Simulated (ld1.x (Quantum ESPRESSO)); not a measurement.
## What the settings do to the TM potential of copper (Cu)

Base potential:

ld1.x (Quantum ESPRESSO) 7.5 input, shortened:

```
&input
   title='Cu', zed=29., rel=1, dft='PBE', iswitch=3,
   config='[Ar] 3d10 4s0 4p0'
 /
 &inputp
   pseudotype=2, tm=.true., lloc=1,
   nlcc=.false.
 /
3
4S  1  0   0.00   0.00  2.20  2.20  0.0
3D  3  2  10.00   0.00  0.90  0.90  0.0
3P  2  1   6.00   0.00  0.85  0.85  0.0
 &test
   configts(1)='3p6 3d10 4s0 4p0'
 /
```

All-electron outer shells of the reference configuration (PBE, scalar-relativistic, ld1.x):

```
shell  level (eV)  outermost node (bohr)  outermost maximum (bohr)
   3s     -123.32                   0.29                      0.61
   3p      -80.79                   0.26                      0.62
   3d      -13.66                      –                      0.60
   4s      -11.89                   0.89                      2.13
   4p       -6.55                   0.97                      2.81
```

Cutoffs, loose and tight: the cutoffs (Ry, on a coarse ladder) from which the occupation-weighted sum of valence levels, in a spherical-Bessel basis at the reference potential, stays within 10 and 1 mRy of its value at 400 Ry. They do not see the model core or the augmentation charge, which bear on the density cutoff. Test errors are all-electron minus pseudo excitation energies from the reference, over the configurations 3p6 3d10 4s1 4p0; 3p6 3d9 4s0 4p0; 3p6 3d8 4s0 4p0; 3p5 3d10 4s1 4p0; 3p6 3d10 4s0 4p1; 3p6 3d9 4s1 4p1; 3p6 3d7 4s0 4p0. A dash means not determined; rows that change the core or the reference have their own tests. The largest error is taken over the tests solved by every variant that gives reliable tests at all: 3p5 3d10 4s1 4p0; 3p6 3d10 4s0 4p1; 3p6 3d7 4s0 4p0; 3p6 3d8 4s0 4p0; 3p6 3d9 4s0 4p0; 3p6 3d9 4s1 4p1.

A true bound ghost makes a file unfit for plane-wave use even where its test errors are small: the radial tests pick states by their node count and pass the ghost by.

```csv
change,outcome,"cutoff, loose","cutoff, tight",bound ghosts,largest test error (meV)
base,generated,260 Ry,over 300 Ry,s,-120
wave 4s (bound): rc 2.20 bohr becomes 4s (bound): rc 1.40 bohr,generated,260 Ry,over 300 Ry,s,-120
wave 4s (bound): rc 2.20 bohr becomes 4s (bound): rc 1.68 bohr,generated,260 Ry,over 300 Ry,s,-120
wave 4s (bound): rc 2.20 bohr becomes 4s (bound): rc 1.84 bohr,generated,260 Ry,over 300 Ry,s,-121
wave 4s (bound): rc 2.20 bohr becomes 4s (bound): rc 2.08 bohr,generated,260 Ry,over 300 Ry,s,-121
wave 4s (bound): rc 2.20 bohr becomes 4s (bound): rc 2.42 bohr,generated,260 Ry,over 300 Ry,s,-120
wave 4s (bound): rc 2.20 bohr becomes 4s (bound): rc 2.54 bohr,generated,260 Ry,over 300 Ry,s,-121
wave 4s (bound): rc 2.20 bohr becomes 4s (bound): rc 2.90 bohr,generated,260 Ry,over 300 Ry,s,-121
wave 4s (bound): rc 2.20 bohr becomes 4s (bound): rc 3.08 bohr,generated,260 Ry,over 300 Ry,s,-120
wave 4s (bound): rc 2.20 bohr becomes 4s (bound): rc 3.22 bohr,generated,260 Ry,over 300 Ry,s,-120
```

Reading the sweep of the s radius (base included, trends over the rows without a ghost): Bound ghosts are found at 1.4, 1.68, 1.84, 2.08, 2.2, 2.42, 2.54, 2.9, 3.08, 3.22 bohr. Every judged row has one, so this setting neither creates nor removes them.
